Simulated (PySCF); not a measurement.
Compound: C₅H₁₅BO₃Si.
Geometry (PBE0-D3(BJ)/def2-SVP, Å), atoms numbered from 1 in this order:
```
atom  x, y, z in Å
C1     2.653   -1.923   -0.480
O2     2.498   -0.543   -0.283
B3     1.275    0.017   -0.069
O4     1.200    1.366    0.147
C5     2.356    2.161    0.149
O6     0.136   -0.724   -0.067
Si7   -1.451   -0.206    0.216
C8    -1.920    1.065   -1.075
C9    -2.497   -1.748    0.058
C10   -1.549    0.511    1.942
H11    1.711   -2.399   -0.794
H12    3.418   -2.089   -1.254
H13    2.996   -2.408    0.449
H14    3.110    1.786    0.859
H15    2.070    3.182    0.441
H16    2.824    2.200   -0.849
H17   -2.951    1.423   -0.926
H18   -1.849    0.642   -2.089
H19   -1.239    1.927   -1.013
H20   -2.400   -2.183   -0.949
H21   -3.561   -1.525    0.232
H22   -2.185   -2.510    0.789
H23   -2.575    0.834    2.181
H24   -1.242   -0.231    2.695
H25   -0.883    1.383    2.025
```

All values: PBE0/pcSseg-1 (PySCF, non-relativistic), on one gas-phase PBE0-D3(BJ)/def2-SVP geometry that isn't relaxed in the solvent. The solvent is an IEF-PCM continuum (Bondi radii, 1.10 Å for H, scaled by 1.2). The model holds no explicit solvent molecules, cavitation or dispersion.

Gas phase at PBE0/pcSseg-1: HOMO -8.04 eV, LUMO 1.22 eV, dipole 0.17 D.

Task: What does the continuum do to the energy, the frontier levels and the dipole at PBE0/pcSseg-1 in chloroform and acetone?

Result: 
| solvent | ε | E(solvent) − E(gas) (kcal/mol) | polarisation term (kcal/mol) | distortion of the solute (kcal/mol) | HOMO (eV) | LUMO (eV) | dipole (D) |
| --- | --- | --- | --- | --- | --- | --- | --- |
| chloroform | 4.711 | -2.59 | -2.74 | 0.15 | -8.07 | 1.25 | 0.20 |
| acetone | 20.49 | -3.51 | -3.81 | 0.30 | -8.10 | 1.24 | 0.24 |

Polarisation term: ½ Σ q·V over the induced surface charges. Distortion: the rise of the solute's own energy as its density leaves the gas-phase optimum. From chloroform to acetone the lowering changes by a factor 1.36, Onsager's factor (ε − 1)/(2ε + 1) by 1.30 and ε itself by 4.3.

Task: Which Mulliken charges (PBE0/pcSseg-1) respond most in acetone (means over atoms taken as equivalent)?

Result: 
```csv
atoms,environment,gas (e),solvent (e),change
C8/C9/C10,Si-methyl carbon,-0.647,-0.664,-0.017
C1/C5,methoxy carbon,-0.019,-0.031,-0.012
O2/O4,boron-bound oxygen,-0.535,-0.546,-0.011
O6,boron-bound oxygen,-0.679,-0.688,-0.009
H11 (×6),methyl hydrogen,+0.109,+0.117,+0.008
H17 (×9),methyl hydrogen,+0.140,+0.146,+0.006
```

Task: Which Mayer bond orders change most in acetone?

Result: 
| bond | length (Å) | gas | solvent | change |
| --- | --- | --- | --- | --- |
| C1–O2 | 1.402 | 0.892 | 0.880 | -0.012 |
| O4–C5 | 1.403 | 0.901 | 0.892 | -0.009 |
| O6–Si7 | 1.693 | 0.805 | 0.797 | -0.008 |
| Si7–C9 | 1.870 | 0.969 | 0.975 | +0.006 |
| Si7–C10 | 1.871 | 0.974 | 0.977 | +0.003 |
| C9–H20 | 1.101 | 0.954 | 0.951 | -0.003 |
| C9–H22 | 1.101 | 0.954 | 0.951 | -0.003 |
| O2–B3 | 1.362 | 1.150 | 1.152 | +0.002 |

Task: How do the nuclear quadrupole coupling constants eQVzz/h respond in acetone?

Result: 
```tsv
nucleus	Q (barn)	gas (MHz)	solvent (MHz)	η gas	η solvent
17O at O2	-0.0256	-9.91	-9.73	0.15	0.16
11B at B3	0.04059	2.55	2.56	0.03	0.03
17O at O4	-0.0256	-9.94	-9.80	0.24	0.24
17O at O6	-0.0256	-5.77	-5.71	0.10	0.10
```
